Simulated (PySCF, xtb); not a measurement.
B(H)(OH)(SH) (BH₃OS), SMILES OBS.

GFN2-xTB run with xtb 6.7.1 at its own geometry gives an orbital gap of 4.98 eV and a dipole moment of 2.91 D.

The structure is a stationary point at TPSSh-D3(BJ)/def2-TZVP. One conformer was computed; it need not be the lowest.

### Question
What does ωB97X/def2-TZVPD in PySCF give? (The exact figures need the calculation; the answer reports its results.)

### Answer
gap 11.49 eV (levels -10.34 and 1.14 eV), dipole 1.94 D.
